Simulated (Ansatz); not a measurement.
Cost and result for the atomization energy of AlGeH$_{3}$O$_{2}$ (`[OH][GeH]1[O][AlH]1`) (7 atoms, 7 bonds).

Charge 0, multiplicity 1. Correlated methods include outer-core shells of Ge, which these sets cover unevenly. Scalar relativity is left out up to krypton. All single points use the PBE0-D4/def2-TZVP geometry. It is one conformer, not always the lowest. Program: Ansatz. All runs use 2 threads of an Arm Neoverse V2 on a shared host. Times are those of one run each, without the atoms' runs, and a repeat can differ threefold. Electronic energies, without spin–orbit coupling; frozen cores. CCSD(T)/CBS adds CCSD(T) − MP2 in def2-TZVPP to the MP2 limit, and its time is that of the two runs behind it. T1 = 0.016. With those shells the extrapolation isn't a true limit. B3LYP takes the VWN-RPA correlation (the form of Gaussian; ORCA's B3LYP/G).

CCSD(T)/CBS is a level of theory with its own doubt, some kJ/mol a heavy atom from the limit and from the frozen cores, so smaller differences don't rank the functionals.

```tsv
level	functions	wall time
LDA (SPW92)/def2-TZVPP	194	1.5 s
revPBE-D4/def2-TZVPP	194	2.6 s
PBE-D4/def2-TZVPP (with forces)	194	3.2 s
PBE0-D4/def2-TZVPP	194	3.8 s
CAM-B3LYP-D4/def2-TZVPP	194	4.5 s
CCSD(T)/def2-SVP	93	5.5 s
B3LYP-D4/def2-TZVPP (with forces)	194	6 s
r2SCAN-D4/def2-TZVPP (with forces)	194	7 s
PBE-QIDH/def2-TZVPP	194	7.5 s
ωB97M-V/def2-TZVPP (with forces)	194	15 s
MP2/def2-QZVPP	363	23 s
CCSD(T)/def2-TZVPP	194	110 s
CCSD(T)/CBS(def2)	–	2.2 min
```

Question: What atomization energy does each give, and how far from CCSD(T)/CBS? (Best estimate.)

Answer: The calculation gave: 
| level | atomization (kJ/mol) | difference from CCSD(T)/CBS | per bond |
| --- | --- | --- | --- |
| LDA (SPW92)/def2-TZVPP | 2599.0 | 360.9 | 51.6 |
| revPBE-D4/def2-TZVPP | 2177.2 | -60.9 | -8.7 |
| PBE-D4/def2-TZVPP (with forces) | 2252.7 | 14.6 | 2.1 |
| PBE0-D4/def2-TZVPP | 2174.5 | -63.6 | -9.1 |
| CAM-B3LYP-D4/def2-TZVPP | 2207.5 | -30.6 | -4.4 |
| CCSD(T)/def2-SVP | 2021.1 | -217.0 | -31.0 |
| B3LYP-D4/def2-TZVPP (with forces) | 2188.1 | -50.0 | -7.1 |
| r2SCAN-D4/def2-TZVPP (with forces) | 2237.3 | -0.8 | -0.1 |
| PBE-QIDH/def2-TZVPP | 2178.5 | -59.6 | -8.5 |
| ωB97M-V/def2-TZVPP (with forces) | 2209.3 | -28.8 | -4.1 |
| MP2/def2-QZVPP | 2280.7 | 42.6 | 6.1 |
| CCSD(T)/def2-TZVPP | 2166.3 | -71.8 | -10.3 |
| CCSD(T)/CBS(def2) | 2238.1 | 0.0 | 0.0 |

The D4 term adds +21.8 kJ/mol with B3LYP and +11.3 kJ/mol with PBE0; it sums over pairs of atoms, weighted by their polarisabilities, and B3LYP, whose exchange is more repulsive, gets the larger term. From PBE to PBE0 (25 % exact exchange), in def2-TZVPP and without D4, the atomization energy moves by −76.1 kJ/mol: exact exchange takes away binding that semilocal exchange gives to molecules. In def2-TZVPP, CCSD(T) changes the Hartree–Fock value by +732.1 kJ/mol (the triples alone add +53.4 kJ/mol) and MP2 by +803.6 kJ/mol; breaking electron pairs costs correlation energy, which Hartree–Fock lacks.
